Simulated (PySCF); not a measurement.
# Static response to an electric field

Species: C4H9NSi.
Geometry (GFN2-xTB, Å), atoms numbered from 1 in this order:
```
atom  x, y, z in Å
N1     2.762    0.794    1.114
C2     1.573    0.866    0.726
C3     0.900    0.126   -0.389
C4    -0.342   -0.582    0.110
C5    -1.396   -0.981   -0.933
Si6   -1.997    0.311    0.296
H7     3.345    0.144    0.586
H8     0.925    1.547    1.276
H9     1.598   -0.591   -0.839
H10    0.616    0.851   -1.157
H11   -0.098   -1.366    0.821
H12   -1.754   -2.000   -0.881
H13   -1.173   -0.697   -1.953
H14   -2.893   -0.104    1.357
H15   -2.070    1.689   -0.156
```

Level: PBE0/def2-SVPD (PySCF), static field, nuclei fixed, core orbitals frozen in the response. The polarisability tensor in these axes (au):

```
x   102.82  -3.08   1.44
y    -3.08  73.46   7.55
z     1.44   7.55  73.18
```

Q: Diagonalise the tensor; give its mean and Δα, where Δα² is half the sum of the squared differences of the eigenvalues.

A: Principal values 65.50, 80.82 and 103.16 au; mean 83.16 au = 12.32 Å³ = 13.71 × 10⁻⁴⁰ C²·m²/J; Δα = 32.80 au (39 % of the mean).

Q: What is the dipole moment, and where does it point?

A: (-1.71, -1.06, -1.62) D, 2.58 D in size, pointing from the negative to the positive side. Measured along this direction, the outermost atoms are N1 at the negative end and H12 at the positive end.

Q: In a dilute gas of rigid molecules at 350 K, how does the orientational term μ²/3kT compare with the electronic polarisability?

A: In Gaussian units μ²/3kT = 46.05 Å³ against 12.32 Å³, a ratio of 3.74; the Debye molar polarisation (4π/3)N_A(α + μ²/3kT) is 147.3 cm³/mol, leaving out the vibrational part.

Q: Refractivity n − 1 of an ideal gas of it at 273.15 K and 1 atm, from the electronic α?

A: N = p/kT = 2.6868 × 10¹⁹ cm⁻³, so n − 1 = 2π × N × 12.32 × 10⁻²⁴ cm³ = 2080 × 10⁻⁶ at long wavelengths.

Q: Molar refractivity from α?

A: Lorentz–Lorenz: R = (4π/3)N_A α = 2.5225 cm³/(mol·Å³) × 12.32 Å³ = 31.1 cm³/mol, in the limit of long wavelengths.

Q: Rayleigh depolarisation ratio (linearly polarised light, static tensor)?

A: ρ = 3Δα²/(45ᾱ² + 4Δα²) = 3228.1/(311168 + 4304.1) = 0.0102.

One conformer (not necessarily the lowest) at the GFN2-xTB geometry, without solvent, vibrations or thermal averaging.

These values come from a run that also computed excited states. Hardware: an Arm Neoverse V1 with one thread, no GPU, on a shared host. Cost: 32 s, 0.78 GiB resident at most.
